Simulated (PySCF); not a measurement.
# C₆ coefficients of unlike pairs at r2SCANh

Calculated with PySCF 2.14 from the dipole response of each species, C₆(A,B) = (3/π) ∫ α_A(iu) α_B(iu) du, in atomic units, from isotropic polarisabilities. For ions this is the dispersion term alone; charge-induced terms of lower order in 1/R come first.

```tsv
species	configuration	basis	relativity	α (bohr³)	C₆ (like pair)
Te	[Kr] 4d10 5s2 5p4 (3P)	dyall-av2z (22s16p12d)	none	38.30	432.5
Pd³⁺	[Kr] 4d7 (4F)	aug-cc-pVTZ-DK (9s8p6d3f2g)	spin-free X2C	4.336	20.02
Tl	[Xe] 4f14 5d10 6s2 6p1 (2P)	x2c-TZVPPall with one added diffuse shell each of s, p, d, f type (12s8p7d4f)	spin-free X2C	74.77	813.9
Cl	[Ne] 3s2 3p5 (2P)	aug-cc-pV(Q+d)Z with one added diffuse shell each of s, p, d, f, g type (8s7p6d4f3g)	none	15.00	97.41
```

Q: Estimate C₆ for Tl with Te.

A: The integral gives 574.7. The combination rule 2 C_A C_B / (C_A α_B/α_A + C_B α_A/α_B) gives 558.2 and the geometric mean 593.3.

No spin-orbit coupling is included.

The other pairs:

```
    pair     C₆
Cl, Pd³⁺  40.24
Pd³⁺, Te  77.05
  Cl, Te  201.5
Tl, Pd³⁺  97.87
  Cl, Tl  260.7
```
